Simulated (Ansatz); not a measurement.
Reactions of C2H10Si2, SMILES `C[SiH2][SiH2]C`.

Isolated molecules relaxed with PBE0-D4/def2-TZVP in Ansatz; ΔE leaves out vibrations. CCSD(T)/CBS adds triple-zeta CCSD(T) − MP2 to the extrapolated MP2 energy (def2 sets, frozen cores). This one scheme is used for every species, atoms too. For atomizations the MP2-based limit and the directly extrapolated one differ by several kJ/mol either way, and by 10 to 25 for some Ge, Se and Sn compounds, so smaller differences from it don't rank the levels. Open shells (•) are unrestricted, without spin–orbit coupling. Spin–orbit coupling would lower the free atoms: a little for C, Si. def2 core potentials past Kr. For Br, Se, Te outer-core shells are correlated without core-valence functions, so the limit isn't a true one: a few kJ/mol of doubt a bond, and 10 to 20 or more in all where bonds break to atoms. Scalar relativity is left out up to krypton. One conformer a species, not always the lowest.

Q: Order these by ΔE at CCSD(T)/CBS, lowest first. (An estimate is asked.)
A. `C[SiH2][SiH2]C` + `[SiH3][TeH]` → `C[SiH2][SiH2][TeH]` + `C[SiH3]`
B. `C[SiH2][SiH2]C` → H• + `C[SiH][SiH2]C`•
C. `C[SiH2][SiH2]C` → 2 C• + 10 H• + 2 Si•
D. `C[SiH2][SiH2]C` + H₂O → `C[SiH2][SiH2]O` + CH₄
E. `C[SiH2][SiH2]C` + HBr → `C[SiH2][SiH2]Br` + CH₄
F. `C[SiH2][SiH2]C` → `C[SiH2]C` + `[SiH2]`
G. `C[SiH2][SiH2]C` + `C[SeH]` → `C[SiH2][Se]C` + `C[SiH3]`
H. `C[SiH2][SiH2]C` + `BS` → `BS[SiH2]C` + `C[SiH3]`

A: E (-106.2 kJ/mol), D (-83.2 kJ/mol), G (-69.7 kJ/mol), H (-58.3 kJ/mol), A (-14.0 kJ/mol), F (+231.8 kJ/mol), B (+396.1 kJ/mol), C (+4784.8 kJ/mol).

Largest T1 diagnostic: 0.015, for `BS`.
